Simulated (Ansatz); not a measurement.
Relaxation of GaH₅N₂ (8 atoms, charge 0, multiplicity 1), to a largest force component of 0.03 eV/Å in at most 50 steps.

All numbers below come from Ansatz 0.2.0, RHF/def2-SVP.

```xyz
8
Properties=species:S:1:pos:R:3
Ga -0.979 0.182 1.033
H 1.768 -0.157 1.219
N 2.053 0.023 0.250
H 1.521 -0.565 -0.366
H 1.881 0.987 0.030
N -1.221 -0.131 -0.793
H -2.067 -0.518 -1.173
H -0.638 0.180 -1.550
```

**Question.** Where does it end, and by what steps?

**Answer.** The forces met the threshold. The force dipped under the threshold on the way, but the program's further checks kept it going. After 24 steps the energy has fallen by 0.133 eV; Ga1 moved furthest, 1.44 Å.

```tsv
step	energy less start (eV)	largest force component (eV/Å)	accepted
0	0.0000	0.969	yes
1	-0.0619	0.374	yes
2	-0.0758	0.252	yes
3	-0.0806	0.339	yes
4	-0.0849	0.264	yes
5	-0.0990	0.068	yes
6	-0.1035	0.166	yes
7	-0.0924	1.016	no
8	-0.1090	0.047	yes
9	-0.1126	0.155	yes
10	-0.1023	0.942	no
11	-0.1164	0.086	yes
12	-0.1192	0.118	yes
13	-0.1215	0.333	yes
14	-0.1240	0.305	yes
15	-0.1279	0.017	yes
16	-0.1293	0.111	yes
17	-0.1294	0.172	yes
18	-0.1308	0.105	yes
19	-0.1316	0.018	yes
20	-0.1320	0.027	yes
21	-0.1306	0.234	no
22	-0.1323	0.044	yes
23	-0.1324	0.077	yes
24	-0.1326	0.028	yes
```

```xyz
8
Properties=species:S:1:pos:R:3
Ga -2.339 0.583 0.763
H 2.350 -0.645 0.840
N 2.188 -0.102 0.008
H 1.191 -0.060 -0.130
H 2.499 0.833 0.210
N -1.337 -0.060 -0.680
H -1.172 -1.032 -0.880
H -1.062 0.484 -1.482
```

Run time: 31 s on 1 thread of Intel(R) Xeon(R) Platinum 8488C (Sapphire Rapids), with other jobs on the host, peak memory 0.18 GiB.
